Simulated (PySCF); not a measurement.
Vertical excitations of a molecule C₃H₂F₃, multiplicity 2 from TDA-PBE0/def2-SVPD (PySCF 2.14.0), as energy in eV (oscillator strength): 3.99 (0.014), 5.14 (0.000), 5.76 (0.001), 6.24 (0.014), 6.38 (0.420), 7.14 (0.000), 7.20 (0.070), 7.26 (0.000), 7.35 (0.008), 7.44 (0.000). Geometry optimised at B3LYP-D3(BJ)/def2-SVP. Other conformers were not sampled.

Q: Identify the compound among the candidates.
(A) [CH]=CC(F)(F)F
(B) F/C=C/[C](F)F
(C) C=[C]C(F)(F)F
(D) C=C(F)[C](F)F

A: D, C=C(F)[C](F)F
